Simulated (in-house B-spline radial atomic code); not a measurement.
The outermost shell (largest non-relativistic mean radius) with and without relativity; Dirac values are averaged over j. Computed with an all-electron radial atomic-structure program (B-spline basis): non-relativistic Hartree-Fock and Dirac-Hartree-Fock, averages of the configuration (point nuclei without relativity, finite nuclei with it).

| ion | configuration | outermost shell | radius non-relativistic (bohr) | radius Dirac (bohr) | radius change (%) | level non-relativistic (eV) | level Dirac (eV) | spin-orbit splitting (eV) |
| --- | --- | --- | --- | --- | --- | --- | --- | --- |
| Rb | [Kr] 5s1 | 5s | 5.6319 | 5.545 | -1.5427 | -3.752 | -3.8108 | - |
| Sr | [Kr] 5s2 | 5s | 4.633 | 4.564 | -1.4887 | -4.856 | -4.9324 | - |
| Zr | [Kr] 4d2 5s2 | 5s | 4.0777 | 3.9791 | -2.4201 | -5.676 | -5.859 | - |
| Nb | [Kr] 4d4 5s1 | 5s | 4.2068 | 4.0509 | -3.7068 | -5.306 | -5.5929 | - |
| Mo | [Kr] 4d5 5s1 | 5s | 4.0787 | 3.9149 | -4.0159 | -5.454 | -5.7701 | - |
| Tc | [Kr] 4d5 5s2 | 5s | 3.6498 | 3.5308 | -3.2606 | -6.394 | -6.6786 | - |
| Ru | [Kr] 4d7 5s1 | 5s | 3.8772 | 3.6971 | -4.6439 | -5.698 | -6.0737 | - |
| Rh | [Kr] 4d8 5s1 | 5s | 3.7952 | 3.6068 | -4.9635 | -5.803 | -6.2079 | - |
| Pd | [Kr] 4d10 | 4d | 1.5331 | 1.5504 | 1.1312 | -9.143 | -8.928 | 0.5648 |
| Ag | [Kr] 4d10 5s1 | 5s | 3.6565 | 3.4512 | -5.6152 | -5.986 | -6.4533 | - |
| Cd | [Kr] 4d10 5s2 | 5s | 3.2375 | 3.0888 | -4.5928 | -7.207 | -7.6584 | - |
| In | [Kr] 4d10 5s2 5p1 | 5p | 3.7779 | 3.7607 | -0.45707 | -5.368 | -5.3015 | 0.26388 |
| Sn | [Kr] 4d10 5s2 5p2 | 5p | 3.2859 | 3.2627 | -0.70549 | -6.764 | -6.7147 | 0.44 |
